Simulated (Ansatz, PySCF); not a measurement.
C5H4F2O, SMILES FC(=COC=C=C)F. Atoms are numbered in the order given.

```xyz
12

C     -3.2025    -0.0831    -0.8989
C     -2.2136    -0.7725    -0.3897
C     -1.2452    -1.5045     0.1142
O     -0.0010    -1.0790     0.4713
C      0.2358     0.2568     0.4121
C      1.4237     0.7148     0.0258
F      1.7346     1.9888     0.0305
F      2.4233    -0.0275    -0.3725
H     -3.9420     0.4200    -0.2636
H     -3.3306     0.0202    -1.9836
H     -1.3659    -2.5738     0.3063
H     -0.5528     0.9487     0.7178
```
Charge 0, spin multiplicity 1.

Coordinates come from a PBE0-D3(BJ)/def2-SVP optimisation. The structure was generated by enumeration, and PubChem lists no compound with its InChIKey, so it may never have been made. One conformer was computed; it need not be the lowest.

Two levels are set side by side: PBE-D3(BJ)/def2-SVP (Ansatz, a program for electronic structure) and PBE0-D3(BJ)/def2-SVP (Ansatz). Each level has its own optimised geometry; the coordinates shown are those of the second. Frequencies come from the Hessian of PySCF at each geometry. Differences are taken from unrounded values.

```json
[
 {"quantity": "mean bond length (Å)", "PBE0-D3(BJ)": "1.243", "PBE-D3(BJ)": "1.254", "PBE-D3(BJ) minus PBE0-D3(BJ)": "0.011"},
 {"quantity": "bond C1–C2 (Å)", "PBE0-D3(BJ)": "1.309", "PBE-D3(BJ)": "1.318", "PBE-D3(BJ) minus PBE0-D3(BJ)": "0.009"},
 {"quantity": "bond C2–C3 (Å)", "PBE0-D3(BJ)": "1.314", "PBE-D3(BJ)": "1.325", "PBE-D3(BJ) minus PBE0-D3(BJ)": "0.010"},
 {"quantity": "bond C3–O4 (Å)", "PBE0-D3(BJ)": "1.363", "PBE-D3(BJ)": "1.376", "PBE-D3(BJ) minus PBE0-D3(BJ)": "0.014"},
 {"quantity": "bond O4–C5 (Å)", "PBE0-D3(BJ)": "1.358", "PBE-D3(BJ)": "1.370", "PBE-D3(BJ) minus PBE0-D3(BJ)": "0.012"},
 {"quantity": "bond C5–C6 (Å)", "PBE0-D3(BJ)": "1.330", "PBE-D3(BJ)": "1.345", "PBE-D3(BJ) minus PBE0-D3(BJ)": "0.014"},
 {"quantity": "bond C6–F7 (Å)", "PBE0-D3(BJ)": "1.311", "PBE-D3(BJ)": "1.327", "PBE-D3(BJ) minus PBE0-D3(BJ)": "0.016"},
 {"quantity": "bond C6–F8 (Å)", "PBE0-D3(BJ)": "1.307", "PBE-D3(BJ)": "1.323", "PBE-D3(BJ) minus PBE0-D3(BJ)": "0.016"},
 {"quantity": "bond C1–H9 (Å)", "PBE0-D3(BJ)": "1.097", "PBE-D3(BJ)": "1.106", "PBE-D3(BJ) minus PBE0-D3(BJ)": "0.009"},
 {"quantity": "bond C1–H10 (Å)", "PBE0-D3(BJ)": "1.097", "PBE-D3(BJ)": "1.106", "PBE-D3(BJ) minus PBE0-D3(BJ)": "0.009"},
 {"quantity": "bond C3–H11 (Å)", "PBE0-D3(BJ)": "1.093", "PBE-D3(BJ)": "1.101", "PBE-D3(BJ) minus PBE0-D3(BJ)": "0.008"},
 {"quantity": "bond C5–H12 (Å)", "PBE0-D3(BJ)": "1.093", "PBE-D3(BJ)": "1.100", "PBE-D3(BJ) minus PBE0-D3(BJ)": "0.008"},
 {"quantity": "highest harmonic wavenumber (cm⁻¹)", "PBE0-D3(BJ)": "3229", "PBE-D3(BJ)": "3137", "PBE-D3(BJ) minus PBE0-D3(BJ)": "-92"},
 {"quantity": "mean harmonic wavenumber (cm⁻¹)", "PBE0-D3(BJ)": "1164", "PBE-D3(BJ)": "1116", "PBE-D3(BJ) minus PBE0-D3(BJ)": "-48"},
 {"quantity": "zero-point energy (kcal/mol)", "PBE0-D3(BJ)": "49.94", "PBE-D3(BJ)": "47.86", "PBE-D3(BJ) minus PBE0-D3(BJ)": "-2.08"}
]
```

GGA bonds tend to be longer and softer than those of functionals with exact exchange. Differences between two approximate levels are no errors against the true value.
